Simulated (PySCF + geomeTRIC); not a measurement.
Species: H3In, SMILES `[InH3]` (charge 0, multiplicity 1).

Give a relaxed geometry from CAM-B3LYP-D3(BJ)/def2-TZVP (PySCF + geomeTRIC).

the end point of this relaxation (outside a Z-matrix the atoms follow the SMILES, hydrogens last).
Z-matrix (Å, degrees):
```
In
H 1 1.7189
H 1 1.7189 2 119.99
H 1 1.7190 2 120.00 3 -179.99
```
